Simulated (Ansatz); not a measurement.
`[Cl][GaH][Cl]` + SiH₄ → `[SiH3][GaH][Cl]` + HCl  (formal exchange of groups at a Ga–Cl bond)

Calculated with Ansatz (gas phase, PBE0-D4/def2-TZVP geometries, no zero-point term in ΔE). CCSD(T)/CBS is the MP2 limit (def2-TZVPP, def2-QZVPP) plus CCSD(T) − MP2 in def2-TZVPP, frozen cores. This one scheme is used for every species. Functionals use def2-TZVPP. B3LYP here is the variant with VWN-RPA as its local correlation; programs differ in this. HSE06 is defined as in plane-wave codes. For Ga outer-core shells are correlated without core-valence functions, which leaves a few kJ/mol of doubt a bond. Scalar relativity is left out up to krypton.

```
             level  ΔE (kJ/mol)  difference from CCSD(T)/CBS
       LDA (SPW92)         85.4                        -13.3
         revPBE-D4         87.5                        -11.2
           BLYP-D4         94.3                         -4.4
         r2SCAN-D4        100.4                          1.7
            B97M-V        100.7                          2.0
           PBE0-D4         92.6                         -6.1
          B3LYP-D4         98.7                          0.0
        r2SCANh-D4        101.3                          2.6
        r2SCAN0-D4        102.7                          4.0
          HSE06-D4         92.8                         -5.9
          BHLYP-D4        107.0                          8.3
      CAM-B3LYP-D4        103.0                          4.3
           ωB97M-V        102.6                          3.9
            B2PLYP        105.2                          6.5
          PBE-QIDH        103.2                          4.5
               PBE         87.8                        -10.9
            revPBE         88.6                        -10.1
              BLYP         96.8                         -1.9
            r2SCAN        100.9                          2.2
              PBE0         94.1                         -4.6
             B3LYP        101.1                          2.4
           r2SCANh        101.9                          3.2
             HSE06         94.3                         -4.4
             BHLYP        110.1                         11.4
           LC-ωPBE         98.4                         -0.3
RPA@PBE/def2-TZVPP         98.2                         -0.5
       HF/def2-SVP        128.1                         29.4
      MP2/def2-SVP        118.7                         20.0
     CCSD/def2-SVP        113.3                         14.6
  CCSD(T)/def2-SVP        112.5                         13.8
     HF/def2-TZVPP        125.4                         26.7
    MP2/def2-TZVPP        108.1                          9.4
   CCSD/def2-TZVPP        102.5                          3.8
CCSD(T)/def2-TZVPP        101.1                          2.4
     HF/def2-QZVPP        125.2                         26.5
    MP2/def2-QZVPP        106.7                          8.0
SCS-MP2/def2-QZVPP        109.0                         10.3
      HF/CBS(def2)        125.2                         26.5
     MP2/CBS(def2)        105.8                          7.1
    CCSD/CBS(def2)        100.1                          1.4
       CCSD(T)/CBS         98.7                            0
```

(1) What do rigid-rotor, harmonic-oscillator terms from PBE0-D4/def2-TZVP frequencies (298.15 K, 1 bar) make of the CCSD(T)/CBS value? (Best estimate.)

Largest T1 diagnostic among the species: 0.013.

Answers

(1) Computed: ΔZPE = -3.2 kJ/mol, ΔH = +98.3 kJ/mol, ΔS = 27 J/(mol·K), ΔG = +90.2 kJ/mol. Modes under 50 cm⁻¹ make the entropy rough.

In def2-TZVPP, CCSD(T) changes the Hartree–Fock value by −24.3 kJ/mol (the triples alone add −1.4 kJ/mol) and MP2 by −17.2 kJ/mol. From BLYP to BHLYP (50 % exact exchange), in def2-TZVPP and without D4, ΔE moves by +13.3 kJ/mol.
